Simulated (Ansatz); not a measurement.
Coupled-cluster diagnostics for cyclo-(SiH2)4 (Si₄H₈), Ansatz.

Geometry of the singlet (PBE-D4/def2-SVP):

```xyz
12

Si    1.008    1.218    0.584
H     1.615    1.266    1.963
H     1.453    2.440   -0.179
Si   -1.346    0.844    0.561
H    -1.970    0.708    1.927
H    -2.129    1.866   -0.224
Si   -1.007   -1.221   -0.579
H    -1.444   -2.437    0.196
H    -1.622   -1.282   -1.955
Si    1.346   -0.842   -0.566
H     1.959   -0.695   -1.936
H     2.138   -1.865    0.207
```

Correlated methods freeze 20 core orbitals.

(1) Estimate the CCSD(T) correlation energy, the shares of MP2 and (T), T1 and the reference's ⟨S²⟩ for: charge 0, singlet, own geometry in def2-TZVPP; and the rough time on 4 threads of Arm Neoverse V1 on a shared host.

Answers

(1) 
| state | basis | correlation (eV) | MP2 share (%) | (T) share (%) | T1 | ⟨S²⟩ (pure) | wall time |
| --- | --- | --- | --- | --- | --- | --- | --- |
| charge 0, singlet, own geometry | def2-TZVPP | -16.184 | 82.8 | 4.0 | 0.015 | 0.00 (0.00) | 8.3 min |
Customary marks for T1 are 0.02 (closed shells), 0.045 (open shells) and about 0.05 (3d metals). T1 stays under 0.02 throughout.
